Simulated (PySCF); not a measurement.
**Energy of Sc (scandium, neutral) between two integer charges**

The 4s beta orbital of [Ar] 3d1 4s2 is emptied in steps (occupation f), with all orbitals relaxed, ending at [Ar] 3d1 4s1. Calculation: PySCF 2.14, in jorge-DZP-DKH; scalar relativity by spin-free X2C-1e. The exact energy is a straight line in f; departures are measured from the line between the end points of the same method.

| f | BHandHLYP (eV) | TPSS (eV) |
| --- | --- | --- |
| 1 | 0.000 | 0.000 |
| 0.8 | -0.215 | -0.365 |
| 0.6 | -0.327 | -0.548 |
| 0.4 | -0.333 | -0.543 |
| 0.2 | -0.226 | -0.359 |
| 0 | 0.000 | 0.000 |

```tsv
method	E(f=0) − E(f=1) (eV)	−ε at f=1 (eV)	−ε at f=0.4 (eV)
BHandHLYP	6.350	5.021	6.598
TPSS	6.129	3.860	6.623
```

Orbital energy along the path (eV):

```json
{"f": "1", "BHandHLYP": "-5.021", "TPSS": "-3.860"}
{"f": "0.8", "BHandHLYP": "-5.529", "TPSS": "-4.754"}
{"f": "0.6", "BHandHLYP": "-6.052", "TPSS": "-5.681"}
{"f": "0.4", "BHandHLYP": "-6.598", "TPSS": "-6.623"}
{"f": "0.2", "BHandHLYP": "-7.180", "TPSS": "-7.460"}
{"f": "0", "BHandHLYP": "-7.725", "TPSS": "-7.986"}
```

Reference removal energy between the ground levels: 6.561 eV (measured; NIST Atomic Spectra Database, ionization energies). The calculation has no spin-orbit coupling.
